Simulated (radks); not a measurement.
Valence configurations of Ce (all share [Xe]). Calculated with a radial shooting solver on a logarithmic mesh with Libxc functionals: scalar-relativistic Kohn-Sham, r2SCAN, spin-polarised, spherical densities, finite nucleus; open shells are filled with parallel spins first (spin-orbit coupling, left out, can overturn this in heavy ions); meta-GGA in the generalised Kohn-Sham scheme; Fermi nuclear charge, rms radius 4.8771 fm. Order these by energy: 4f3 5d1; 4f1 5d1 6s1 6p1; 4f1 6s1 6p2; 5d1 6s1 6p2; 4f1 6s2 6p1; 4f1 5d2 6s1; 4f1 5d1 6s2; 4f3 6s1; 4f2 6s2.

Answer. From the lowest, in eV above it: 4f2 6s2 0.000; 4f1 5d2 6s1 0.047; 4f1 5d1 6s2 0.338; 4f1 5d1 6s1 6p1 1.723; 4f1 6s2 6p1 2.643; 4f3 6s1 3.004; 4f1 6s1 6p2 4.139; 4f3 5d1 4.406; 5d1 6s1 6p2 9.753. NIST lists [Xe] 4f1 5d1 6s2 as the ground configuration; this level of theory puts 4f2 6s2 lower, by 0.338 eV. The energies are those of spherical high-spin densities, not of single terms. No valid solution was reached for [Xe] 4f2 5d1 6s1.
